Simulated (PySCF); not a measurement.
Radial density of Fe²⁺ (iron, charge +2)

TPSSh, [Ar] 3d5 4p1, high-spin 7P determinant (an excited configuration). Computed with PySCF 2.14 in aug-cc-pVDZ (7s6p4d2f, 59 functions), with the non-relativistic Hamiltonian (point nucleus).

```csv
r (bohr),4πr²ρ (e/bohr),4πr²(ρα − ρβ)
0.00104,0.1526,0.0000
0.00175,0.4159,0.0000
0.00294,1.106,0.0000
0.00494,2.821,0.0001
0.00830,6.701,0.0002
0.0140,14.14,0.0005
0.0235,24.53,0.0013
0.0395,31.12,0.0045
0.0665,26.79,0.0191
0.112,25.95,0.0841
0.188,34.84,0.4035
0.316,20.05,1.8070
0.532,14.20,4.5184
0.895,13.70,4.3977
1.51,3.059,1.6608
2.53,0.6147,0.5979
4.26,0.1182,0.1181
7.16,0.0008688,0.0009
12.0,1.132e-05,0.0000
```
